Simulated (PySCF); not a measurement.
Computed shifts of a molecule C₄H₅Cl, PBE/pcSseg-1 (PySCF), GIAO, gas phase, atoms alike by connectivity averaged where their shifts nearly agree, in ppm (number of nuclei): ¹³C: 217.2 (1), 106.4 (1), 104.3 (1), 21.7 (1). ¹H: 6.46 (1), 6.18 (1), 2.16 (3). References: ¹³C against TMS (σ = 182.0 ppm); ³⁵Cl against HCl (σ = 936.5 ppm); ¹H against TMS (σ = 31.49 ppm), references at their B3LYP-D3(BJ)/def2-TZVP geometries, non-relativistic (without spin–orbit terms, shifts of atoms bonded to Cl or Br come out too high). Coordinates come from a B3LYP-D3(BJ)/def2-SVP optimisation. One conformer was computed; it need not be the lowest.

Problem. Which structure fits?
A) C=C=C(C)Cl
B) CC=C=CCl
C) C=C=CCCl
D) C=CC(=C)Cl

Solution. B, CC=C=CCl
